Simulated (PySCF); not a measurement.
Correlation energy of Tc (technetium, neutral)

[Kr] 4d5 5s1 6s1, high-spin 8S determinant (an excited configuration). Computed with PySCF 2.14 in aug-cc-pwCVDZ-PP with ECP28MDF, with scalar relativity through the core potential. Frozen: 4s2 4p6; 7 electrons correlated.

```csv
level,correlation energy (mhartree)
CCSD,-91.19
(T),-1.29
CCSD(T),-92.48
```

Diagnostics: T1 = 0.012, D1 = 0.0425, largest double amplitude 0.048.

The outer electron is Rydberg-like, and this basis confines it to a smaller radius and binds it less than a complete one would.

Cost of the coupled-cluster step: of the order of 5 core-seconds, for 7 correlated electrons.

Iterations:

```
CC2 = 0
CCSD nocc = (np.int64(7), np.int64(0)), nmo = (66, 66)
frozen orbitals [[0, 1, 2, 3], [0, 1, 2, 3]]
max_cycle = 100
direct = 0
conv_tol = 1e-08
conv_tol_normt = 1e-06
diis_space = 8
diis_start_cycle = 0
Init t2, MP2 energy = -0.0817806001507911
Init E_corr(UCCSD) = -0.081780600268336
cycle = 1  E_corr(UCCSD) = -0.0894996393299507  dE = -0.00771903906  norm(t1,t2) = 0.0359094
cycle = 2  E_corr(UCCSD) = -0.0906297382799437  dE = -0.00113009895  norm(t1,t2) = 0.0161124
cycle = 3  E_corr(UCCSD) = -0.0912566577843463  dE = -0.000626919504  norm(t1,t2) = 0.00844248
cycle = 4  E_corr(UCCSD) = -0.0911843437663876  dE = 7.2314018e-05  norm(t1,t2) = 0.000848197
cycle = 5  E_corr(UCCSD) = -0.091192196262947  dE = -7.85249656e-06  norm(t1,t2) = 0.000144308
cycle = 6  E_corr(UCCSD) = -0.0911912211759513  dE = 9.75086996e-07  norm(t1,t2) = 2.62616e-05
cycle = 7  E_corr(UCCSD) = -0.0911912247079342  dE = -3.53198289e-09  norm(t1,t2) = 6.88325e-06
cycle = 8  E_corr(UCCSD) = -0.0911912379657423  dE = -1.32578081e-08  norm(t1,t2) = 1.82374e-06
cycle = 9  E_corr(UCCSD) = -0.0911912309510709  dE = 7.01467136e-09  norm(t1,t2) = 3.29414e-07
UCCSD converged
E(UCCSD) = -79.81974705410911  E_corr = -0.09119123095107093
UCCSD(T) correction = -0.00128509858881416
```
